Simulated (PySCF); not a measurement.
Compound: B₂F₂H₅P.
Bonds: F1–B2, B2–F3, B2–B4, B4–P5. Hydrogens: H6, H7 on B4; H8, H9, H10 on P5.

Theory: PBE0-D3(BJ)/def2-SVP geometry optimisation, gas phase (PySCF).

**Question.** List the bond lengths, angles and torsions at this level.

**Answer.** 
```csv
bond,length (Å)
F1–B2,1.325
B2–F3,1.342
B2–B4,1.696
B4–P5,1.914
"B4–H6, B4–H7",1.221
"P5–H8, P5–H9, P5–H10",1.416
```

Bonds in one row agree within 0.01 Å and their mean is given. A selection of angles:
```csv
angle,degrees
F1–B2–F3,113.3
F1–B2–B4,123.6
B2–B4–P5,106.6
B2–B4–H6,113.5
P5–B4–H6,104.9
H6–B4–H7,112.2
B4–P5–H8,118.7
B4–P5–H9,117.1
H8–P5–H9,100.2
```

Dihedral angles: F1–B2–B4–P5 -179° (antiperiplanar).

B2 (three-coordinate boron) is planar (angles 123.6°, 123.1° and 113.3°, sum 360.0°, 0.00 Å off the plane of its three neighbours). B4 (four-coordinate boron) is distorted tetrahedral (angles from 104.8° to 113.8°). P5 (phosphorus bonded to B and 3 H) is distorted tetrahedral (angles from 100.1° to 118.7°). The 5 heavy atoms lie in one plane (0.008 Å rms).

No PBE0-D3(BJ)/def2-SVP frequencies stand behind this structure, so it isn't proved a minimum. The numbers are those of one conformer.
